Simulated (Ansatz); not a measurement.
`[SiH3]B[CH2][SnH3]` + `O=CO` → `O=C[O][SnH3]` + `CB[SiH3]` at 400 K and 1 bar (ligand exchange at the Sn–C bond).

Gas-phase electronic energies from Ansatz, PBE0-D4/def2-TZVP geometries. CBS: MP2 limit from def2 TZ/QZ plus the TZ coupled-cluster correction, frozen cores. This one scheme is used for every species. Elements past krypton have def2 core potentials. For Sn outer-core shells are correlated without core-valence functions, which leaves a few kJ/mol of doubt a bond. Each species was taken in one conformer, which may not be the lowest.

```json
{"species": "`[SiH3]B[CH2][SnH3]`", "CCSD(T)/CBS energy (Eh)": "-571.32551", "H − E (kJ/mol)": "261.0", "S (J/(mol·K))": "432.7"}
{"species": "`O=CO`", "CCSD(T)/CBS energy (Eh)": "-189.60296", "H − E (kJ/mol)": "105.1", "S (J/(mol·K))": "262.3"}
{"species": "`O=C[O][SnH3]`", "CCSD(T)/CBS energy (Eh)": "-404.83174", "H − E (kJ/mol)": "143.6", "S (J/(mol·K))": "352.8"}
{"species": "`CB[SiH3]`", "CCSD(T)/CBS energy (Eh)": "-356.10570", "H − E (kJ/mol)": "218.4", "S (J/(mol·K))": "345.4"}
```

H − E and S are ideal-gas, rigid-rotor, harmonic terms from PBE0-D4/def2-TZVP, for one conformer and one mirror image of each species. 1 Eh = 2625.50 kJ/mol, R = 8.31446 J/(mol·K).

Task: By hand: ΔE, ΔH, ΔS and ΔG.

Result: ΔE = (-404.83174) + (-356.10570) − (-571.32551) − (-189.60296) = -0.00897 Eh = -23.6 kJ/mol. Δ(H − E) = 143.6 + 218.4 − 261.0 − 105.1 = -4.1, so ΔH = -27.7 kJ/mol. ΔS = 352.8 + 345.4 − 432.7 − 262.3 = 3.2 J/(mol·K). ΔG = -27.7 − 400 × (3.2)/1000 = -29.0 kJ/mol.

Task: By hand: the equilibrium constant, and the temperature at which ΔG would vanish if ΔH and ΔS stayed fixed.

Result: log₁₀ K = −ΔG/(RT ln 10) = 3.8. ΔH and −TΔS have one sign here, so there is no such temperature.

The number of gas molecules stays the same, so ΔS is small and ΔH decides. A doubt of 5 kJ/mol in ΔE shifts log₁₀ K by 0.7 here. Other conformers and mirror images would add mixing entropy, several J/(mol·K) or more a flexible species. Modes under 60 cm⁻¹, often nearly free rotors, make the harmonic entropy too high. These are equilibria of isolated gas molecules and say nothing of rates. Largest T1 diagnostic: 0.017 (customary marks: 0.02 for closed shells, 0.045 for open ones).

ΔS is within the doubt of such terms, so its sign, and with it that verdict, could turn.
